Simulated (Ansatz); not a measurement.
A nudged elastic band was laid between two geometries of BGeH$_{6}$N (9 atoms, charge 0, multiplicity 1).

Theory: RKS B3LYP/def2-SVP (Ansatz).

```
movable images  : 9
climbing image  : yes
spring          : 5.0 eV/Å²
optimiser       : quadratic models (default)
start path      : through a guess of the saddle point
force threshold : 0.03 eV/Å
iteration limit : 12
end points      : relaxed
```

Image 0:

```xyz
9
Properties=species:S:1:pos:R:3
N -0.801 0.768 -1.237
B 0.069 0.820 -0.156
Ge 0.543 -0.895 0.916
H -1.249 -0.082 -1.565
H -1.054 1.587 -1.781
H 0.543 1.890 0.145
H 2.062 -1.198 0.893
H -0.171 -2.157 0.359
H 0.147 -0.779 2.408
```

Image 10:

```xyz
9
Properties=species:S:1:pos:R:3
N -0.984 1.022 -0.860
B 0.284 0.521 -0.598
Ge 0.576 -0.941 0.847
H -1.824 0.717 -0.378
H -1.163 1.738 -1.557
H 1.214 0.961 -1.234
H 1.531 -0.469 1.971
H 1.204 -2.228 0.257
H -0.749 -1.366 1.536
```

(1) What changes between the two ends?

(2) Give the energies along the band, and the barrier.

(3) What is the geometry of the highest image?

(4) What are the harmonic wavenumbers there?

The band took 9 iterations and about 11 core-minutes.

## Answers

(1) No bond is made or broken. The dihedral N1–B2–Ge3–H9 goes from -120 to 0°. The two ends are copies of one structure, up to a mirror image or an exchange of like atoms.

(2) The run converged. The highest image is number 5 of 0 to 10, 0.034 eV above the ends, which have the same energy within 2 meV. A vibrational analysis at the climbing image gives one clearly imaginary mode, 105i cm⁻¹: a first-order saddle point.

```json
{"image": "0", "path coordinate (Å)": "0.00", "energy (eV)": "0.000", "dihedral N1–B2–Ge3–H9 (°)": "-120"}
{"image": "1", "path coordinate (Å)": "0.36", "energy (eV)": "0.003", "dihedral N1–B2–Ge3–H9 (°)": "-108"}
{"image": "2", "path coordinate (Å)": "0.73", "energy (eV)": "0.012", "dihedral N1–B2–Ge3–H9 (°)": "-95"}
{"image": "3", "path coordinate (Å)": "1.09", "energy (eV)": "0.022", "dihedral N1–B2–Ge3–H9 (°)": "-83"}
{"image": "4", "path coordinate (Å)": "1.46", "energy (eV)": "0.031", "dihedral N1–B2–Ge3–H9 (°)": "-71"}
{"image": "5", "path coordinate (Å)": "1.82", "energy (eV)": "0.034", "dihedral N1–B2–Ge3–H9 (°)": "-59"}
{"image": "6", "path coordinate (Å)": "2.19", "energy (eV)": "0.031", "dihedral N1–B2–Ge3–H9 (°)": "-47"}
{"image": "7", "path coordinate (Å)": "2.56", "energy (eV)": "0.022", "dihedral N1–B2–Ge3–H9 (°)": "-35"}
{"image": "8", "path coordinate (Å)": "2.92", "energy (eV)": "0.011", "dihedral N1–B2–Ge3–H9 (°)": "-23"}
{"image": "9", "path coordinate (Å)": "3.29", "energy (eV)": "0.003", "dihedral N1–B2–Ge3–H9 (°)": "-11"}
{"image": "10", "path coordinate (Å)": "3.66", "energy (eV)": "0.000", "dihedral N1–B2–Ge3–H9 (°)": "0"}
```

(3) 
```xyz
9
Properties=species:S:1:pos:R:3:forces:R:3
N -0.963 0.864 -1.043 0.00 0.01 0.00
B 0.248 0.711 -0.379 0.00 0.00 0.00
Ge 0.589 -0.911 0.882 0.00 0.00 0.00
H -1.744 0.222 -0.966 0.00 0.00 0.00
H -1.153 1.645 -1.663 0.00 0.00 0.00
H 1.099 1.551 -0.558 0.00 0.00 0.00
H 1.995 -0.895 1.523 0.00 0.00 0.00
H 0.451 -2.267 0.140 0.00 0.00 0.00
H -0.433 -0.967 2.048 0.00 0.00 0.00
```

(4) 105i, 219, 379, 467, 561, 603, 641, 828, 879, 895, 907, 919, 1133, 1353, 1607, 2083, 2086, 2115, 2591, 3564, 3655 cm⁻¹.

Time of the run: 12 min on 1 thread of Intel(R) Xeon(R) Processor @ 2.50GHz (Skylake/Cascade Lake), on a shared host, peak memory 0.19 GiB.
